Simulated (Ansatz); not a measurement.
Computed with Ansatz on PBE0-D4/def2-TZVP structures; ΔE is electronic, products minus reactants. CBS: MP2 limit from def2 TZ/QZ plus the TZ coupled-cluster correction, frozen cores. This one scheme is used for every species. Functionals use def2-TZVPP. Elements past krypton have def2 core potentials. For Sb outer-core shells are correlated without core-valence functions, which leaves a few kJ/mol of doubt a bond. Each species was taken in one conformer, which may not be the lowest.

`C[O][Sb]([F])[SiH3]` + H–F → `[F][Sb]([F])[SiH3]` + CH₃OH  (ligand exchange at the Sb–O bond)

`C[O][Sb]([F])[SiH3]`:

Cartesian coordinates in Å:
```
C 1.023 -1.708 1.126
O 0.150 -0.795 0.497
Sb 0.748 0.190 -1.078
F 1.661 1.611 -0.145
Si -1.515 1.470 -1.075
H 1.638 -2.269 0.409
H 1.692 -1.194 1.825
H 0.419 -2.425 1.687
H -1.781 1.959 0.299
H -2.596 0.549 -1.519
H -1.438 2.612 -2.026
```

H–F:

Cartesian coordinates in Å:
```
F -0.017 0.297 0.351
H 0.017 -0.297 -0.351
```

`[F][Sb]([F])[SiH3]`:

Cartesian coordinates in Å:
```
F 0.531 0.448 -2.330
Sb 1.176 1.075 -0.642
F -0.193 2.389 -0.406
Si -0.194 -0.729 0.663
H -0.181 -0.394 2.112
H 0.442 -2.059 0.466
H -1.581 -0.730 0.138
```

CH₃OH:

Z-matrix (Å, degrees):
```
C
O 1 1.409
H 1 1.097 2 112.4
H 1 1.090 2 107.0 3 -118.5
H 1 1.097 2 112.4 3 123.0
H 2 0.959 1 108.5 3 -61.6
```

(1) Is it downhill or uphill in electronic energy at CCSD(T)/CBS, and by how much? (An estimate is asked.)

(2) What do these levels give: r2SCAN-D4, B97M-V, PBE0-D4, r2SCAN0, BHLYP, MP2/def2-QZVPP? (Estimate.)

Largest T1 diagnostic among the species: 0.015.

Results:

(1) Ansatz gave: Downhill: ΔE = -20.0 kJ/mol.

(2) Computed: r2SCAN-D4 -30.9, B97M-V -36.1, PBE0-D4 -27.1, r2SCAN0 -30.9, BHLYP -37.6, MP2/def2-QZVPP -13.8 kJ/mol.

Leaving LDA and LC-ωPBE aside and taking each functional with its dispersion term where it has one, the values, not all of them listed here, spread over 13.4 kJ/mol, from B97M-V to PBE-QIDH. LDA lies +9.8 kJ/mol from PBE without D4. At CCSD(T), def2-SVP lies −4.7 kJ/mol from the extrapolated value and def2-TZVPP +2.4 kJ/mol. The D4 term adds +9.4 kJ/mol with B3LYP and +5.3 kJ/mol with PBE0; it sums over pairs of atoms, weighted by their polarisabilities, and B3LYP, whose exchange is more repulsive, gets the larger term.

B3LYP here is the variant with VWN-RPA as its local correlation; programs differ in this.
